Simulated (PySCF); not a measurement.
## Ionisation energy of Rh⁺ by level of theory

Rh⁺ [Kr] 4d8 (3F) → Rh²⁺ [Kr] 4d7 (4F), as a difference of total energies. All numbers are calculated (PySCF 2.14, the spin-free X2C one-electron Hamiltonian (Gaussian nucleus), in ANO-RCC-VTZP (7s6p4d2f1g, 68 functions)). Correlated levels: valence: [Kr] frozen. The calculations carry no spin-orbit coupling.

```csv
method,ionisation energy (eV),plus first-order spin-orbit estimate,difference from reference of that sum (eV)
UHF,16.151,16.129,-1.951
MP2 (valence),17.886,17.864,-0.216
SCS-MP2 (valence),17.891,17.869,-0.211
CCSD (valence),17.682,17.660,-0.420
CCSD(T) (valence),17.783,17.761,-0.319
```

Reference: 18.08 eV (semi-empirical (NIST evaluation); NIST Atomic Spectra Database, ionization energies).

A first-order spin-orbit estimate (lowest level to lowest level, LS coupling) adds -0.022 eV.

Errors of the correlated levels include the incompleteness of this basis and the frozen core.
